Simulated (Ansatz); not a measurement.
Coupled-cluster diagnostics for SiH2Me(NHMe) (C2H9NSi), Ansatz.

Geometry of the singlet (PBE0-D4/def2-SVP):

Cartesian coordinates in Å:
```
Si 0.097 -0.752 0.395
H 1.412 -0.765 1.113
H -0.924 -1.282 1.368
C 0.113 -1.878 -1.103
H 0.320 -2.917 -0.803
H 0.883 -1.563 -1.823
H -0.863 -1.870 -1.614
N -0.181 0.875 -0.139
C -0.049 2.041 0.698
H -0.834 0.997 -0.906
H -0.954 2.285 1.292
H 0.774 1.894 1.416
H 0.207 2.936 0.105
```

Correlated methods freeze 8 core orbitals.

Estimate the CCSD(T) correlation energy, the shares of MP2 and (T), T1 and the reference's ⟨S²⟩ for: charge 0, singlet, own geometry in def2-TZVPP; and the rough time on 4 threads of Intel Xeon on a shared host.


| state | basis | correlation (eV) | MP2 share (%) | (T) share (%) | T1 | ⟨S²⟩ (pure) | wall time |
| --- | --- | --- | --- | --- | --- | --- | --- |
| charge 0, singlet, own geometry | def2-TZVPP | -21.195 | 89.8 | 3.5 | 0.010 | 0.00 (0.00) | 3.2 min |
Customary marks for T1 are 0.02 (closed shells), 0.045 (open shells) and about 0.05 (3d metals). T1 stays under 0.02 throughout.
